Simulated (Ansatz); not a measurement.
Geometry optimisation, RKS PBE-D4/def2-SVP in Ansatz 0.2.0.

The input (input.yaml):

```yaml
crystal:
  periodic: [false, false, false]
  atoms:
    - { symbol: C, position_ang: [-1.3417, 0.7727, 1.4164] }
    - { symbol: B, position_ang: [0.0779, 0.2984, 1.697] }
    - { symbol: S, position_ang: [1.5117, 0.9718, 0.7026] }
    - { symbol: Si, position_ang: [1.5299, -0.609, -0.7312] }
    - { symbol: C, position_ang: [-0.0039, -0.3837, -1.882] }
    - { symbol: H, position_ang: [-1.3774, 1.5685, 0.5721] }
    - { symbol: H, position_ang: [-1.7727, 1.3027, 2.3195] }
    - { symbol: H, position_ang: [-1.9936, -0.0252, 1.117] }
    - { symbol: H, position_ang: [0.271, -0.4651, 2.6043] }
    - { symbol: H, position_ang: [1.3495, -1.9176, -0.0232] }
    - { symbol: H, position_ang: [2.677, -0.6012, -1.5096] }
    - { symbol: H, position_ang: [-0.9287, -0.4554, -1.2694] }
    - { symbol: H, position_ang: [-0.0378, -1.1263, -2.6721] }
    - { symbol: H, position_ang: [0.026, 0.6402, -2.3127] }
basis:
  gaussian: { orbitals: def2-SVP }
hamiltonian:
  xc: pbe
  dispersion: d4
relax:
  f_tol: 0.02
  max_steps: 50
```

Launched with:

```bash
$ ansatz run input.yaml --threads 2 --pin off --max-ram 3072MiB --backend cpu --events-out ev --progress --plain --runs-dir out
```

Where does it end, and by what steps?

It converged. The force dipped under the threshold on the way, but the program's further checks kept it going. After 17 steps the energy has fallen by 0.930 eV; H9 moved furthest, 1.98 Å.

```csv
step,energy less start (eV),largest force component (eV/Å),accepted
0,0.0000,3.135,yes
1,-0.3383,1.002,yes
2,-0.3854,0.165,yes
3,-0.4256,0.329,yes
4,-0.4728,0.325,yes
5,-0.5393,0.417,yes
6,-0.6067,0.504,yes
7,-0.6920,0.349,yes
8,-0.7688,0.227,yes
9,-0.8266,0.296,yes
10,-0.8715,0.281,yes
11,-0.9133,0.094,yes
12,-0.9092,0.329,no
13,-0.9228,0.042,yes
14,-0.9245,0.235,yes
15,-0.9298,0.062,yes
16,-0.9303,0.009,yes
17,-0.9305,0.019,yes
```

```xyz
14
Properties=species:S:1:pos:R:3
C -1.428 1.259 2.150
B -0.541 0.420 1.168
S 0.872 1.174 0.339
Si 1.574 -0.535 -0.835
C 0.353 -0.955 -2.206
H -1.140 2.323 2.260
H -1.410 0.781 3.155
H -2.493 1.207 1.829
H -0.788 -0.757 0.955
H 1.785 -1.705 0.085
H 2.899 -0.113 -1.409
H -0.628 -1.243 -1.777
H 0.732 -1.801 -2.815
H 0.201 -0.082 -2.872
```

Whether the end is a true minimum wasn't checked by a vibrational analysis.

Time of the run: 33 s on 2 threads of Intel(R) Xeon(R) Platinum 8488C (Sapphire Rapids) (shared host), peak memory 0.19 GiB.
